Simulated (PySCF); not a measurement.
Se(Br)(SMe) (CH3BrSSe), SMILES [Se](Br)SC.

Geometry optimised at r2SCAN-D4/def2-SVP. The structure was generated by enumeration, and PubChem lists no compound with its InChIKey, so it may never have been made. One conformer was computed; it need not be the lowest.

The numbers are results of TDDFT-PBE/def2-SVPD in PySCF, not measurements.

Vertical excitations. Isolated molecule, no solvent.

Computed lowest excited states:
| state | energy (eV) | λ (nm) | f | main pairs |
|---|---|---|---|---|
| S1 | 2.49 | 499 | 0.002 | HOMO→LUMO 100 % |
| S2 | 3.62 | 343 | 0.055 | HOMO−1→LUMO 87 % |
| S3 | 3.77 | 329 | 0.008 | HOMO→LUMO+1 93 % |
| S4 | 3.85 | 322 | 0.008 | HOMO−2→LUMO 97 % |
| S5 | 4.37 | 284 | 0.006 | HOMO−3→LUMO 97 % |
| S6 | 4.61 | 269 | 0.004 | HOMO−1→LUMO+1 98 % |
| S7 | 5.18 | 239 | 0.018 | HOMO−2→LUMO+1 67 %, HOMO→LUMO+2 22 % |
| S8 | 5.36 | 231 | 0.029 | HOMO→LUMO+2 53 %, HOMO−4→LUMO 37 % |
| S9 | 5.53 | 224 | 0.079 | HOMO−4→LUMO 48 %, HOMO→LUMO+2 18 %, HOMO−2→LUMO+1 13 %, HOMO→LUMO+3 12 % |
| S10 | 5.56 | 223 | 0.004 | HOMO−3→LUMO+1 96 % |
| T1 | 1.91 | 650 | 0 | HOMO→LUMO 100 % |
| T2 | 2.77 | 448 | 0 | HOMO−1→LUMO 100 % |
| T3 | 3.29 | 377 | 0 | HOMO→LUMO+1 98 % |
| T4 | 3.31 | 375 | 0 | HOMO−2→LUMO 98 % |
Triplets are in the Tamm–Dancoff approximation, which puts them higher than full response would, so one can lie above its singlet here.
